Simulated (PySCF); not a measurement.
# How methods differ on the excitation energy of Co

Co [Ar] 3d7 4s2 (4F) → Co [Ar] 3d8 4s1 (4F), as a difference of total energies. Computed with PySCF 2.14 in ANO-RCC-VTZP, with scalar relativity by spin-free X2C-1e. Correlated levels: valence: [Ar] frozen. The calculations carry no spin-orbit coupling.

```json
{"method": "UHF", "excitation energy (eV)": "1.750"}
{"method": "MP2 (valence)", "excitation energy (eV)": "0.074"}
{"method": "SCS-MP2 (valence)", "excitation energy (eV)": "0.294"}
{"method": "CCSD (valence)", "excitation energy (eV)": "0.775"}
{"method": "CCSD(T) (valence)", "excitation energy (eV)": "0.742"}
```

How much does correlation contribute at CCSD(T) (valence)?

0.742 − (1.750) = -1.008 eV, measured against UHF.

Errors of the correlated levels include the incompleteness of this basis and the frozen core.

For comparison: 0.417 eV (measured; NIST levels, between the centres of gravity of the two terms).
